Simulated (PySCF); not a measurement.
Excitation energy of Al by level of theory

Al [Ne] 3s2 3p1 (2P) → Al [Ne] 3s1 3p2 (4P), as a difference of total energies. All numbers are calculated (PySCF 2.14, no relativity, point nucleus, in def2-TZVPPD (6s5p4d1f, 48 functions)). Correlated levels: valence and next inner shell: 1s2 frozen. The calculations carry no spin-orbit coupling.

| method | excitation energy (eV) | error (eV) |
| --- | --- | --- |
| UHF | 2.409 | -1.189 |
| MP2 (valence and next inner shell) | 3.281 | -0.317 |
| SCS-MP2 (valence and next inner shell) | 3.547 | -0.051 |
| CCSD (valence and next inner shell) | 3.488 | -0.110 |
| CCSD(T) (valence and next inner shell) | 3.537 | -0.061 |

Reference: 3.598 eV (measured; NIST levels, between the centres of gravity of the two terms).

Errors of the correlated levels include the incompleteness of this basis and the frozen core.
